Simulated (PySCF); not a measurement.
Si(CCH)3(OH), C6H4OSi, SMILES C#C[Si](C#C)(C#C)O, PBE0/def2-SVP optimised geometry. Atoms within 1.6 Å of the plane z = 0.6 Å (x, y, z in Å): C1 (-1.40, 0.92, -0.01), C2 (-0.97, -0.22, 0.00), Si3 (-0.31, -1.93, 0.00), O4 (1.34, -1.93, 0.00), C7 (-0.83, -2.80, 1.51), H9 (-1.77, 1.93, -0.01), H10 (1.77, -1.50, -0.75).

Calculation: PySCF with PBE0/def2-TZVP.

Map of the log10 of the electron density (e/bohr³), floored at −4 on the plane z = 0.6 Å:

```
|                               |
|                               |
|                               |
|      ..::..                   |
|     .:----::.                 |
|    .:-=====-:..               |
|   .:-=+**++=-:..              |
|   .-=+*##**+=-:..             |
|  .:-=*####**+=-:.             |
|  .:-+*#%%%#**+=-:.            |
|  .:=+*#%%%%#*+=-:.            |
|  .:=+*#%%%%%#*+=-:.           |
|  .-=+*#%%@@%#*+=-:.           |
|  .:=+*#%%@@%##*+=:..          |
|  .:-+*##%@@%%#*+=-:..         |
|  .:-=+*#%@@@%#*+=-:::..       |
|  .:-=+*#%%@@%#*+==---::.      |
|   .:-=+*#%%%%##*+=====-:.     |
|   .:-=+*#%%%%##*++**++=-:.    |
|   ..:-=+*#%%%##***###*+=-:    |
|    .:-=+*#########%%%#*+=:.   |
|    .:-=+**##%%###%@@@%#+=-.   |
|    .:-=+*##%%%%#%%@@@%#*=-.   |
|    .:-=+*#%%%%%#%%@@@%#*=-.   |
|    .:-=+*#%%@%%##%%%%#*+=-.   |
|    .:-=+*#%%%%##*####**+-:.   |
|    .:-=+*#%%%%#******++=-.    |
|    .:-=+*#####**+++++==-:.    |
|    .:-=++**#**++==----::.     |
|    .::-=+++*+++=--::::..      |
|     .:--==+++==-::...         |
```
Scale: ten equal steps from -4.00 (start of ' ') to -0.559 (end of '@'), in the order ' .:-=+*#%@'; x runs from -4.00 to 4.00, y from -4.00 (bottom) to 4.00 (top).
